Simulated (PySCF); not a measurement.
The multiplicity is imposed and other spin states were not computed.

Cartesian coordinates (Å):
```xyz
19

Ir    -0.0452    -0.0181    -0.0516
O      1.2610     1.5633    -0.3450
H      2.1330     1.5339     0.1061
H      0.9925     2.5052    -0.3942
O     -0.8189     0.6260     1.7595
H     -0.2873     0.7866     2.5676
H     -1.5341     1.2993     1.7444
O     -1.3665    -1.5948     0.1981
H     -1.2414    -2.4906    -0.1807
H     -1.7927    -1.7086     1.0758
O      1.6152    -0.9478     0.7680
H      2.1341    -1.5561     0.1975
H      1.6631    -1.2976     1.6828
O      0.7332    -0.7042    -1.8450
H      1.2775    -0.0871    -2.3814
H      0.2549    -1.2872    -2.4718
O     -1.6961     0.9488    -0.8468
H     -2.4910     0.4112    -1.0568
H     -1.6526     1.6709    -1.5086
```
Charge +3, spin multiplicity 1.

**Question.** Give the HOMO, HOMO–LUMO gap, LUMO, total energy and charge on the central atom (Mulliken) at the level TPSSh-D3(BJ)/def2-TZVP // r2SCAN-D4/def2-SVP run with PySCF 2.14.0.

**Answer.** 
```json
{
  "HOMO": "-20.48 eV",
  "HOMO–LUMO gap": "4.57 eV",
  "LUMO": "-15.90 eV",
  "total_energy": "-15293.19 eV",
  "charge on the central atom (Mulliken)": "1.04 e"
}
```
